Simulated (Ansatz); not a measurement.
`[NH2][Ga]([Cl])[O][SiH3]` + H–F → `[NH2][Ga]([F])[Cl]` + `O[SiH3]` at 700 K and 1 bar (ligand exchange at a Ga–O bond).

Gas-phase electronic energies from Ansatz, PBE0-D4/def2-TZVP geometries. CBS: MP2 limit from def2 TZ/QZ plus the TZ coupled-cluster correction, frozen cores. This one scheme is used for every species. For Ga outer-core shells are correlated without core-valence functions, which leaves a few kJ/mol of doubt a bond. Scalar relativity is left out up to krypton. Each species was taken in one conformer, which may not be the lowest.

```json
{"species": "`[NH2][Ga]([Cl])[O][SiH3]`", "CCSD(T)/CBS energy (Eh)": "-2805.83543", "H − E (kJ/mol)": "236.1", "S (J/(mol·K))": "541.4"}
{"species": "H–F", "CCSD(T)/CBS energy (Eh)": "-100.39570", "H − E (kJ/mol)": "45.2", "S (J/(mol·K))": "198.5"}
{"species": "`[NH2][Ga]([F])[Cl]`", "CCSD(T)/CBS energy (Eh)": "-2539.54166", "H − E (kJ/mol)": "133.9", "S (J/(mol·K))": "419.1"}
{"species": "`O[SiH3]`", "CCSD(T)/CBS energy (Eh)": "-366.69042", "H − E (kJ/mol)": "144.6", "S (J/(mol·K))": "321.6"}
```

H − E and S are ideal-gas, rigid-rotor, harmonic terms from PBE0-D4/def2-TZVP, for one conformer and one mirror image of each species. 1 Eh = 2625.50 kJ/mol, R = 8.31446 J/(mol·K).

Problem. By hand: ΔE, ΔH, ΔS and ΔG.

Solution. ΔE = (-2539.54166) + (-366.69042) − (-2805.83543) − (-100.39570) = -0.00095 Eh = -2.5 kJ/mol. Δ(H − E) = 133.9 + 144.6 − 236.1 − 45.2 = -2.8, so ΔH = -5.3 kJ/mol. ΔS = 419.1 + 321.6 − 541.4 − 198.5 = 0.8 J/(mol·K). ΔG = -5.3 − 700 × (0.8)/1000 = -5.9 kJ/mol.

Problem. By hand: the equilibrium constant, and the temperature at which ΔG would vanish if ΔH and ΔS stayed fixed.

Solution. log₁₀ K = −ΔG/(RT ln 10) = 0.4. ΔH and −TΔS have one sign here, so there is no such temperature.

The number of gas molecules stays the same, so ΔS is small and ΔH decides. The sign of ΔG lies within the doubt. A doubt of 5 kJ/mol in ΔE shifts log₁₀ K by 0.4 here. Other conformers and mirror images would add mixing entropy, several J/(mol·K) or more a flexible species. Modes under 60 cm⁻¹, often nearly free rotors, make the harmonic entropy too high. These are equilibria of isolated gas molecules and say nothing of rates. Largest T1 diagnostic: 0.013 (customary marks: 0.02 for closed shells, 0.045 for open ones).

ΔS is within the doubt of such terms, so its sign, and with it that verdict, could turn.
